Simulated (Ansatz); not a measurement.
Results of the Gaussian-basis code of Ansatz.

A structure relaxed at PBE0-D4/def2-TZVP, charge 0, multiplicity 1:

```json
{"atom": "S1", "x (Å)": "1.3390", "y (Å)": "1.4883", "z (Å)": "-0.1658"}
{"atom": "C2", "x (Å)": "0.1639", "y (Å)": "0.8529", "z (Å)": "1.0591"}
{"atom": "S3", "x (Å)": "0.2914", "y (Å)": "-0.9434", "z (Å)": "1.1860"}
{"atom": "Ge4", "x (Å)": "-0.4102", "y (Å)": "-1.5183", "z (Å)": "-0.8495"}
{"atom": "H5", "x (Å)": "0.8262", "y (Å)": "2.7293", "z (Å)": "-0.2506"}
{"atom": "H6", "x (Å)": "0.3977", "y (Å)": "1.2365", "z (Å)": "2.0525"}
{"atom": "H7", "x (Å)": "-0.8517", "y (Å)": "1.1426", "z (Å)": "0.7904"}
{"atom": "H8", "x (Å)": "-0.8980", "y (Å)": "-2.9665", "z (Å)": "-0.7021"}
{"atom": "H9", "x (Å)": "-1.5680", "y (Å)": "-0.5798", "z (Å)": "-1.2257"}
{"atom": "H10", "x (Å)": "0.7097", "y (Å)": "-1.4417", "z (Å)": "-1.8944"}
```

(1) Give its formula and SMILES.

(2) Summarise the bond lengths by kind.

## Answers

(1) CH6GeS2, `SC[S][GeH3]`.

(2) 2 × C–S 1.805 to 1.812 Å; 1 × H–S 1.345 Å; 2 × C–H 1.090 Å; 1 × Ge–S 2.229 Å; 3 × Ge–H 1.533 to 1.537 Å.
